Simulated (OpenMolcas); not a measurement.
# d2 ions of charge +3 down a group on the Zn site of KZnF3

```json
{"Program": "OpenMolcas", "Method": "SS-CASPT2, IPEA 0.25 Eh, imaginary shift 0.1 Eh", "Spin-orbit coupling": "RASSI with atomic mean-field integrals over the reference wave functions"}
```

The d shell is active; CASPT2 correlates the ligand valence shells and the outer metal core. Each dopant is a cluster with its nearest anions in model potentials and point charges, with no relaxation and no local charge compensation. Distances were set from a Shannon-type radius of the metal (high-spin where two are listed) plus a fixed donor radius (F 1.31 Å), in hosts weighted 0.65 to 0.35 with the host's distance in the model lattice. Ligand basis ANO-RCC-VDZP, DKH2 Hamiltonian. States (labels of O, the rotations of Oh). Energies in cm-1 above the lowest state or level, χT in cm3 K/mol; under a threefold ground state the first gap can be a small split of the lowest multiplet, not the spin-orbit step; 10Dq and B are least-squares fits to the states below 45000 cm-1, weighted by degeneracy, with a free offset, and given where the rms deviation is under 5 % of |10Dq| (or 100 cm-1) and under 700 cm-1. Spin-only χT is S(S+1) / 2 for the spin of the ground state.

```tsv
Ion	Shell	R (Å)	Metal basis	Ground state	First state of that spin	10Dq	B (rms of fit)	First gap with spin-orbit (degeneracies)	χT at 300 K	First state of another spin	Spin-only χT
V3+	3d2	1.977	ANO-RCC-VTZP	3T1	3T2 14320	15814	794 (226)	5 (2, 3)	0.890	1T2 10660	1.000
Nb3+	4d2	2.029	ANO-RCC-VTZP	3T1	3T2 28110	29257	534 (173)	20 (2, 3)	0.464	1T2 7420	1.000
```

|10Dq| changes by a factor of 29257 / 15814 = 1.85 from V3+ to Nb3+.

B goes from 794 cm-1 (V3+) to 534 cm-1 (Nb3+).

χT departs most from the spin-only value for Nb3+, by -0.536 cm3 K/mol.

Roots that are degenerate in the reference are averaged as groups; the widest CASPT2 spread within a group is 700 cm-1 (the 3-fold group of multiplicity 1 near 38100 cm-1 above the lowest state of its run, Nb3+). Shifts and gaps below about the spread of the groups concerned are not significant. Over all roots computed the reference weight is 0.74 in V3+, 0.73 to 0.74 in Nb3+; a low but even weight reflects the number of correlated electrons. An orbital triplet at a regular site is open to Jahn-Teller coupling, which can distort the site and quench the lowest spin-orbit gaps and is left out. Ligand-to-metal charge-transfer states are missing. With no ligand orbital active B as a rule stays too high, so bands that hang on it stand too high and its fall with covalency is understated. With one d shell and no ligand orbital active, 10Dq can be off by a tenth or more. The least metal-like active orbital is 83 % on the metal (Löwdin) and no ligand orbital is active, so the numbers are rough (holds for Nb3+). No measured value stands beside these numbers; the geometry was set by hand and not optimised.
